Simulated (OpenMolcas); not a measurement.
# Ta3+: moving or changing the point charges

Ta3+ among 3 point charges of -1.5 e arranged as a planar triangle (D3h), 2 Å from the ion.
```
   2.0000    0.0000    0.0000  -1.50
  -1.0000    1.7321    0.0000  -1.50
  -1.0000   -1.7321    0.0000  -1.50
```

```yaml
Program: OpenMolcas 26.06
Method: CASSCF
Basis: ANO-RCC-VTZP [8s7p5d3f2g1h]
Scalar_Hamiltonian: DKH2, point nucleus
Active_space: 2 electrons in 5 orbitals (5d)
State_averaging: 2S+1 = 3 even, 10 roots; 2S+1 = 1 even, 15 roots
Spin-orbit_coupling: state interaction with AMFI integrals over the reference wave functions
```

Runs around this geometry, states (labels of D3, the rotations of D3h). Energies in cm-1 above the lowest state or level, χT in cm3 K/mol.

| R (Å) | q (e) | Ground state | First state of that spin | First gap with spin-orbit (degeneracies) | χT at 300 K | First state of another spin |
| --- | --- | --- | --- | --- | --- | --- |
| 2 | -0.75 | 3A2 | 3E 8.0 | 1310 (1, 2) | 0.059 | 1E 7324 |
| 2 | -1.5 | 3E | 3A2 5976 | 1829 (1, 1) | 0.058 | 1A1 5141 |
| 2.14 | -1.5 | 3E | 3A2 3864 | 1808 (1, 2) | 0.043 | 1A1 6814 |

Taking the first state of the same spin as R^-n, n = -ln(3864 / 5976) / ln(2.14 / 2) = 6.4 between the shortest and longest distance.

The ground state changes within this set.

Without dynamic correlation the repulsion within the d shell is too large (B by tens of per cent), so at a given field states of lower spin stand too high. Spin-orbit coupling mixes the spin-free states strongly: the lowest level takes only 58 % from its leading state, 3E, which lies 8 cm-1 above the lowest spin-free state (holds for R = 2, q = -0.75). An orbital doublet at a regular site is open to a Jahn-Teller distortion, which this geometry leaves out (holds for R = 2, q = -1.5; R = 2.14, q = -1.5). Point charges carry no covalency, so the field is a model and not that of real ligands. No measured value stands beside these numbers.
